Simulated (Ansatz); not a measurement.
A run for Ansatz (an electronic-structure program): R-CCSD(T)/aug-cc-pV(Q+d)Z on HF (SMILES F) with ghost functions, monomers drawn apart or pushed together. Files ending in .json are basis or fitting sets from the Basis Set Exchange.

Ansatz 0.2 input:
```yaml
crystal:
  periodic: [false, false, false]
  atoms:
    - {symbol: F, position_ang: [-0.01249353, -0.08389304, -0.13913820]}
    - {symbol: H, position_ang: [0.15444039, 0.13382320, 0.75090877]}
basis:
  gaussian:
    orbitals: aug-cc-pV_Q+d_Z.json
    ghost_atoms:
      - {symbol: Cl, position_ang: [-0.05777111, 0.79634319, 4.81179162]}
      - {symbol: H, position_ang: [-1.27243530, 0.37893264, 4.79296639]}
magnetization: {spin_polarized: false}
correlation: {method: ccsd_t, electrons: outside_noble_gas}
scf: {lower_state_search: off}
```

The head of its log:

```
WARN ansatz: RAYON_NUM_THREADS=1 ignored (pool sized by the plan → 1); use --threads N
Functional definition: HF
these checks for a lower state are left out or cut short: stability, starts, cluster_reference, orbital_swaps, neighbouring_geometries, increment
integrals: 1.72 GiB planned
1575 factors; integrals over basis functions are off by at most 1.0e-3 eV
mean field: 0.66 GiB planned
mean field evaluation 1: about -2722.0009 eV, gradient 2.5e1 eV
mean field evaluation 2: about -2722.0009 eV, gradient 2.5e1 eV
mean field evaluation 4: about -2722.9747 eV, gradient 1.2e0 eV
mean field evaluation 8: about -2722.9796 eV, gradient 6.2e-5 eV
mean field -2722.97962870 eV, -100.0676556527 hartree, gradient 1.7e-6 eV, S^2 0.000000; 0 other end points of the search recorded, 0 dependent functions left out
1 core orbitals not correlated
reference -2722.97962870 eV, -100.0676556527 hartree; 4, 4 occupied and 256, 256 virtual orbitals, 1575 factors
```

Question: Predict the final total energy.

Answer: -100.3772 hartree (reference determinant -100.0677, T1 diagnostic 0.009).
